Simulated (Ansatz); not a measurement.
Isolated molecules relaxed with PBE0-D4/def2-TZVP in Ansatz; ΔE leaves out vibrations. CCSD(T)/CBS is the MP2 limit (def2-TZVPP, def2-QZVPP) plus CCSD(T) − MP2 in def2-TZVPP, frozen cores. This one scheme is used for every species. Functionals use def2-TZVPP. B3LYP here is the variant with VWN-RPA as its local correlation; programs differ in this. For Ga, Se outer-core shells are correlated without core-valence functions, which leaves a few kJ/mol of doubt a bond. Scalar relativity is left out up to krypton. Each species was taken in one conformer, which may not be the lowest.

`[SiH3][Ga]([Cl])[Cl]` + H₂Se → `[Cl][Ga]([Cl])[SeH]` + SiH₄  (cleavage of the Ga–Si bond)

| species | B3LYP energy (Eh) |
| --- | --- |
| `[SiH3][Ga]([Cl])[Cl]` | -3136.80729 |
| H₂Se | -2402.79026 |
| `[Cl][Ga]([Cl])[SeH]` | -5247.70670 |
| SiH₄ | -291.91715 |

(1) Work out ΔE.

Largest T1 diagnostic among the species: 0.012.

Results:

(1) ΔE = (-5247.70670) + (-291.91715) − (-3136.80729) − (-2402.79026) = -0.02630 Eh = -69.1 kJ/mol. CCSD(T)/CBS gives -74.1 kJ/mol.

From BLYP to BHLYP (50 % exact exchange), in def2-TZVPP and without D4, ΔE moves by −11.1 kJ/mol. At CCSD(T), def2-SVP lies −4.1 kJ/mol from the extrapolated value and def2-TZVPP −1.7 kJ/mol. Leaving LDA and LC-ωPBE aside and taking each functional with its dispersion term where it has one, the values, not all of them listed here, spread over 14.9 kJ/mol, from BHLYP-D4 to PBE-D4.
